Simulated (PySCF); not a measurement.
In(Et)(OH)(OEt), C4H11InO2, SMILES CC[O][In]([OH])[CH2]C (GFN2-xTB optimised geometry):

```
18

In    -0.151     0.019     0.000
C     -1.372    -1.854     0.269
C     -0.530    -2.938     0.899
H     -1.725    -2.129    -0.723
H     -2.216    -1.558     0.889
H     -0.199    -2.647     1.896
H      0.352    -3.143     0.294
H     -1.109    -3.860     0.984
O      1.827     0.019     0.000
H      2.216     0.892    -0.037
O     -0.987     1.870     0.000
C     -0.332     3.012    -0.454
C     -0.048     2.978    -1.955
H     -0.996     3.860    -0.230
H      0.613     3.181     0.091
H     -0.978     2.834    -2.501
H      0.418     3.908    -2.276
H      0.620     2.141    -2.179
```

Method: PBE0/def2-SVP, def2 effective core potentials past Kr (PySCF).

Task: What are the frontier orbital energies and the dipole moment?

Result: HOMO-2 -7.77 eV, HOMO-1 -7.16 eV, HOMO -7.02 eV, LUMO -0.97 eV, LUMO+1 -0.49 eV; dipole moment 0.83 D.

On the same geometry PBE/def2-SVP, def2 effective core potentials past Kr run with PySCF 2.14.0 gives HOMO-2 -6.46 eV, HOMO-1 -5.72 eV, HOMO -5.46 eV, LUMO -1.81 eV, LUMO+1 -1.20 eV; dipole moment 0.76 D.
